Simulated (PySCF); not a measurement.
Si(CCH)(Cl)(Me)2 (C4H7ClSi), SMILES Cl[Si](C#C)(C)C. Atoms are numbered in the order given.

```xyz
13

C     -0.7954    -2.7899     0.0000
C     -0.3598    -1.6531     0.0000
Si     0.3344     0.0477     0.0000
C      1.3263     0.3262    -1.5593
C      1.3263     0.3262     1.5593
Cl    -1.2747     1.3867     0.0000
H     -1.1855    -3.7916     0.0000
H      0.7003     0.1690    -2.4508
H      2.1743    -0.3766    -1.6023
H      1.7205     1.3542    -1.5880
H      1.7205     1.3542     1.5880
H      2.1743    -0.3766     1.6023
H      0.7003     0.1690     2.4508
```

Geometry: B3LYP-D3(BJ)/def2-SVP.

Computed with PBE/def2-TZVP (PySCF).

Symmetry labels are those of the subgroup Cs that the program uses (full group Cs).

Task: List the valence orbital energies around the gap with their symmetry. (Estimate from the structure and the level; the computed values follow.)

Result: 
```
orbital  symmetry  energy (eV)
-------  --------  -----------
HOMO−7         A"        -9.90
HOMO−6         A'        -9.31
HOMO−5         A'        -8.80
HOMO−4         A"        -8.44
HOMO−3         A'        -7.55
HOMO−2         A"        -7.34
HOMO−1         A'        -7.06
HOMO           A"        -6.96
LUMO           A'        -1.27
LUMO+1         A"        -0.99
LUMO+2         A'         0.29
LUMO+3         A'         0.98
```
